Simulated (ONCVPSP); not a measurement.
## Pseudopotential generation for Sn (Z = 50): ONCV, PBE, scalar-relativistic.

tin (Sn), optimised norm-conserving Vanderbilt (ONCV), made with ONCVPSP 4.0.1 (PBE, scalar-relativistic). Core [Kr] 4d10, reference 5s2 5p1 (charge +1). Waves: 5s: rc 2.10 bohr, ncon 4, nbas 7, qcut 2.8 1/bohr, 2 projectors, debl 3.4 Ha; 5p: rc 1.85 bohr, ncon 3, nbas 6, qcut 4.3 1/bohr, local; d scattering state at 0.43 Ha: rc 1.85 bohr, ncon 4, nbas 8, qcut 5.4 1/bohr, 2 projectors, debl 3.4 Ha. Local part: the p channel. Core correction: Teter function, fcfact 4.75, rcfact 1.75.

All-electron outer shells of the reference configuration (PBE, scalar-relativistic, ld1.x):

```tsv
shell	level (eV)	outermost node (bohr)	outermost maximum (bohr)
4p	-97.69	0.41	0.79
4d	-33.81	0.39	0.88
5s	-17.81	0.98	1.99
5p	-10.25	1.08	2.43
```

Is a potential produced?

No. ONCVPSP 4.0.1 stopped with "ERROR pspot: first pseudo wave function has node, program will stop": the optimised pseudo-wave of the first projector has a node, so the radial equation cannot be inverted for a potential. It happened in the d channel.
